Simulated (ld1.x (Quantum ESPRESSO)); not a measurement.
**Before and after: RRKJ potential for bismuth (Bi)**

ld1.x (Quantum ESPRESSO) 7.5 input, shortened:

```
&input
   title='Bi', zed=83., rel=0, dft='PBESOL', iswitch=3,
   config='[Xe] 4f14 5d10 6s1.75 6p3.25'
 /
 &inputp
   pseudotype=2, tm=.false., rho0=0.001, lloc=0,
   nlcc=.false.
 /
2
6P  2  1   3.25   0.00  2.15  2.15  0.0
6S  1  0   1.75   0.00  1.60  1.60  0.0
 &test
   configts(1)='6s1.75 6p3.25'
 /
```

Change: core correction a·sin(br)/r model core inside 0.98 bohr.

Cutoffs: the cutoffs (Ry, on a coarse ladder) from which the occupation-weighted sum of valence levels, in a spherical-Bessel basis at the reference potential, stays within 10 and 1 mRy of its value at 400 Ry; they do not see the model core or the augmentation charge, which bear on the density cutoff. Errors are all-electron minus pseudo energies relative to the spin-unpolarised reference configuration.

Question: How do hardness, ghosts and transferability respond?

Answer: The potential gets neither clearly harder nor softer (35 Ry and 140 Ry → 35 Ry and 140 Ry); of the 7 tests that both files solve, the error grows in 6 and shrinks in 0 by more than 15 % and 0.3 meV (median size 2.7 → 18.7 meV); neither file shows a bound ghost. A model core, the more so a compact one, raises the density cutoff, which this test does not measure.

| quantity | base | changed |
| --- | --- | --- |
| cutoff, loose | 35 Ry | 35 Ry |
| cutoff, tight | 140 Ry | 140 Ry |
| bound ghosts | none | none |
| error for 6s2 6p3, meV [ΔE -1.67 eV] | +0.5 | -1.0 |
| error for 6s2 6p2, meV [ΔE 6.40 eV] | -0.7 | -4.7 |
| error for 6s2 6p1, meV [ΔE 21.64 eV] | +2.7 | -28 |
| error for 6s2 6p2.5, meV [ΔE 1.52 eV] | +0.2 | -1.7 |
| error for 6s0 6p5, meV [ΔE 11.92 eV] | +84 | -73 |
| error for 6s1 6p3, meV [ΔE 13.64 eV] | +2.9 | -19 |
| error for 6s1 6p0, meV [ΔE 85.11 eV] | +240 | -348 |
| s: phases at 2.34 bohr within 0.05 rad from the reference energy up to (Ry; the scan ends near 5) | 0.1 | 0.1 |
| p: phases at 2.34 bohr within 0.05 rad from the reference energy up to (Ry; the scan ends near 5) | to the end of the scan | to the end of the scan |
